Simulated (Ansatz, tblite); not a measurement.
Removing and adding an electron: MnF2. Total charge 0; sextet. Geometry: PBE0-D4/def2-TZVP. Ansatz, gas phase; energy differences of separate SCF runs; the oxidised species is a quintet (the septet lies 1.58 eV higher at PBE0-D4/def2-TZVP); the reduced species is a quintet (the septet lies 1.27 eV higher at PBE0-D4/def2-TZVPD).

| atom | x (Å) | y (Å) | z (Å) |
| --- | --- | --- | --- |
| Mn1 | -0.002 | -0.003 | -0.001 |
| F2 | 0.404 | 0.023 | -1.744 |
| F3 | -0.401 | -0.020 | 1.745 |

The xTB rows come from tblite. Correlated methods freeze 7 core orbitals; core or outer-core shells of Mn are correlated, in sets that lack core-valence functions. In CCSD on the charge 1 quintet the largest single amplitude is 0.15, so its Hartree–Fock determinant may place the open shell otherwise than the density functionals do.

| level | −HOMO (eV) | vertical IE (eV) | −LUMO (eV) | vertical EA (eV) | HOMO–LUMO gap (eV) | IE − EA (eV) | remarks |
| --- | --- | --- | --- | --- | --- | --- | --- |
| GFN1-xTB | – | 18.32 | – | 7.45 | – | 10.87 | – |
| GFN2-xTB | – | 14.80 | – | 7.20 | – | 7.61 | – |
| HF/def2-TZVPP | – | 11.95 | – | – | – | – | – |
| PBE-D4/def2-TZVP | 6.80 | 10.92 | 4.27 | – | 2.53 | – | – |
| PBE-D4/def2-TZVPD | 6.88 | – | 4.31 | 1.15 | 2.57 | – | HOMO above zero (-1 quintet) |
| r2SCAN-D4/def2-TZVP | 7.37 | 11.23 | 3.39 | – | 3.99 | – | – |
| r2SCAN-D4/def2-TZVPD | 7.40 | – | 3.37 | 0.90 | 4.03 | – | HOMO above zero (-1 quintet), spin-contaminated (⟨S²⟩ 6.23) (-1 quintet) |
| PBE0-D4/def2-TZVP | 8.77 | 11.58 | 2.68 | – | 6.09 | – | – |
| PBE0-D4/def2-TZVPD | 8.79 | – | 2.68 | 0.87 | 6.12 | – | HOMO above zero (-1 quintet), spin-contaminated (⟨S²⟩ 6.28) (-1 quintet) |
| MP2/def2-TZVPP | – | 12.29 | – | – | – | – | – |
| CCSD/def2-TZVPP | – | 12.05 | – | – | – | – | – |
| CCSD(T)/def2-TZVPP | – | 11.73 | – | – | – | – | – |

Run but left out: HF/def2-TZVPD, MP2/def2-TZVPD, CCSD/def2-TZVPD, CCSD(T)/def2-TZVPD (charge -1 quintet: ⟨S²⟩ 6.79, where a pure state has 6.00).   A HOMO above zero means that the electron is unbound at that level or that self-interaction error raises the level; the energy of removing that electron tells which. HOMO and LUMO are the levels of the spin that leaves or enters (xTB has no such levels and no spin-polarisation term). Other spin states of the ions may lie lower, which would lower the ionisation energy or raise the affinity. Raw xTB energy differences between charge states are shifted by several eV; the methods need an empirical correction for them.
